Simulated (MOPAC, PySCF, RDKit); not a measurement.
Pair of molecules: NH3 (SMILES N) (first 4 atoms) with H4OSi (SMILES O[SiH3]); geometry from B3LYP-D3(BJ)/def2-TZVP, rigid monomers moved along the line of their centres of mass till N1···H7 is 2.11 Å.
(charge 0, multiplicity 1):
```xyz
10

N      0.440    -0.217     0.107
H      0.433     0.735    -0.244
H      1.259    -0.679    -0.272
H     -0.378    -0.688    -0.263
O      0.575    -0.331     3.196
Si    -0.594     0.344     4.119
H      0.497    -0.275     2.217
H     -0.734     1.807     3.881
H     -0.224     0.126     5.534
H     -1.932    -0.263     3.876
```

Monomers are frozen at their geometry in the pair; levels with a basis set take the counterpoise correction. Rows marked so take none.

Rows in 3-21G, 6-31G* carry no dispersion term and start afresh at each structure (6-31G* with six Cartesian d functions). The state reached by PM3 isn't checked.

Codes used: MOPAC for PM3 (differences of heats of formation); PySCF for 3-21G rows, 6-31G* rows; RDKit for the force fields. 

One of these levels gives -47.3 meV for the interaction energy. Name it.
A) PM3
B) MMFF94
C) HF/6-31G* (no counterpoise)
D) B3LYP/3-21G (no counterpoise)

A, PM3. The others give -263.6 (MMFF94), -393.5 (HF/6-31G* (no counterpoise)), -696.2 (B3LYP/3-21G (no counterpoise))
